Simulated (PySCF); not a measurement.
## S⁴⁺ (sulfur, charge +4): Hartree-Fock from Schrödinger to Dirac-Coulomb-Breit

Occupied: 1s1/2, 2s1/2, 2p1/2, 2p3/2, 3s1/2. Hartree-Fock calculated with PySCF 2.14 in an even-tempered Gaussian basis (19 s from 0.056 bohr⁻², ratio 2.7; 13 p from 0.067 bohr⁻², ratio 2.7), Gaussian nucleus throughout. NR is non-relativistic, sf-X2C the spin-free one-electron X2C Hamiltonian, X2C adds the bare one-electron spin-orbit term, X2C-SNSO screens it by Boettger's factors, DC is four-component Dirac-Coulomb, and the Gaunt and Breit terms are added at first order (total energies over the DC spinors, levels after relaxing the spinors in that mean field). QED terms are absent. Levels marked empty are virtual spinors of this ion; the basis has s and p functions only, so 3d, which can lie below the n = 4 levels, is absent.

```csv
level (eV),NR,sf-X2C,X2C,X2C-SNSO
1s1/2,-2565.6,-2573.6,-2573.6,-2573.6
2s1/2,-304.58,-305.97,-305.96,-305.96
2p1/2,-241.19,-241.21,-242.24,-242.11
2p3/2,-241.19,-241.21,-240.69,-240.76
3s1/2,-70.803,-70.993,-70.993,-70.993
3p1/2 (empty),-46.240,-46.239,-46.336,-46.324
3p3/2 (empty),-46.240,-46.239,-46.191,-46.197
4s1/2 (empty),-24.177,-24.222,-24.222,-24.222
```

Q: Where do the four-component calculations put these levels?

A: 1s1/2: DC -2574.3, DC+Gaunt -2572.7, DC+Breit -2572.8; 2s1/2: DC -306.01, DC+Gaunt -305.94, DC+Breit -305.94; 2p1/2: DC -242.11, DC+Gaunt -241.96, DC+Breit -241.98; 2p3/2: DC -240.78, DC+Gaunt -240.69, DC+Breit -240.71; 3s1/2: DC -70.998, DC+Gaunt -70.988, DC+Breit -70.989; 3p1/2 (empty): DC -46.323, DC+Gaunt -46.309, DC+Breit -46.311; 3p3/2 (empty): DC -46.199, DC+Gaunt -46.191, DC+Breit -46.193; 4s1/2 (empty): DC -24.224, DC+Gaunt -24.221, DC+Breit -24.221 (eV).

```json
{"Hamiltonian": "NR", "E (hartree)": "-393.3636", "E − E(DC) (hartree)": "1.1211", "CPU seconds": "0.36"}
{"Hamiltonian": "sf-X2C", "E (hartree)": "-394.4498", "E − E(DC) (hartree)": "0.0349", "CPU seconds": "0.2"}
{"Hamiltonian": "X2C", "E (hartree)": "-394.4507", "E − E(DC) (hartree)": "0.0339", "CPU seconds": "0.25"}
{"Hamiltonian": "X2C-SNSO", "E (hartree)": "-394.4505", "E − E(DC) (hartree)": "0.0342", "CPU seconds": "0.25"}
{"Hamiltonian": "DC", "E (hartree)": "-394.4846", "E − E(DC) (hartree)": "0.0000", "CPU seconds": "7.5"}
{"Hamiltonian": "DC+Gaunt", "E (hartree)": "-394.3910", "E − E(DC) (hartree)": "0.0936", "CPU seconds": "15"}
{"Hamiltonian": "DC+Breit", "E (hartree)": "-394.3977", "E − E(DC) (hartree)": "0.0869", "CPU seconds": "50"}
```

Weight of the small component: 1s1/2 0.00324, 2s1/2 0.000506, 2p1/2 0.000474, 2p3/2 0.000471, 3s1/2 9.26e-05, 3p1/2 7.23e-05, 3p3/2 7.20e-05, 4s1/2 2.79e-05.

Koopmans' value for the highest occupied level at DC+Breit: 70.989 eV, against an ionisation energy of 72.594 eV (measured; NIST Atomic Spectra Database, ionization energies); the former lacks relaxation, correlation, QED and recoil.

The whole ladder took 76 s of wall time on 1 thread of Neoverse-V1 (shared host), launched as `OMP_NUM_THREADS=1 python relrun2.py TASK.json OUT` (a driver that calls PySCF for each Hamiltonian).
